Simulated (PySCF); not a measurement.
Numbering as in the mapped SMILES `[CH2:1]=[C:2]([Cl:3])[O:4]/[CH:5]=[CH:6]\[C:7](=[O:8])[OH:9]`. Each H is labelled by its parent atom. Ha(C1) is cis to Cl3; Hb(C1) is trans to Cl3.

[PySCF 2.14: PBE0/pcSseg-1 with gauge-including orbitals; coordinates at the GFN2-xTB level; one computed conformer; no solvent model; no relativistic terms]

Referencing at the same level of theory: 13C vs TMS.

Do the 13C shifts follow the atomic charges (in e)? Tabulate both.

Answers


```csv
atoms,hybridisation,δ (ppm),σ para (ppm),Hirshfeld,IAO,Mulliken,ESP-fitted
C7,sp2,167.9,-231,+0.19,+0.52,+0.50,+0.86
C5,sp2,156.9,-222,+0.05,+0.09,+0.25,+0.10
C2,sp2,155.3,-219,+0.09,+0.17,+0.08,+0.06
C6,sp2,103.0,-174,-0.10,-0.28,-0.30,-0.58
C1,sp2,100.4,-166,-0.13,-0.37,-0.11,-0.48
```

Correlation coefficients of δ with charge over these carbons: Hirshfeld +0.97, IAO +0.95, Mulliken +0.90, ESP-fitted +0.90; with the paramagnetic shielding -1.00. With so few points these coefficients are fragile. Charge is one influence among several: hybridisation and low-lying excitations act through the paramagnetic term.

Carbons that carry Cl, above all several Cl atoms, come out too deshielded, partly because spin–orbit coupling is missing. Shifts are as computed. Against solution values, carbons near 30 ppm lie about +3 ppm off and those near 130 ppm about +5 ppm; carbons on Cl a further +6 ppm. Of 1211 compounds with measured shifts, 218 miss one by over three times the rms of a fit or turn the order of signals round; such compounds aren't used in these exercises. Hydrogen bonding in solution deshields acid and N–H amide carbonyl carbons by as much as 10 ppm beyond these values.
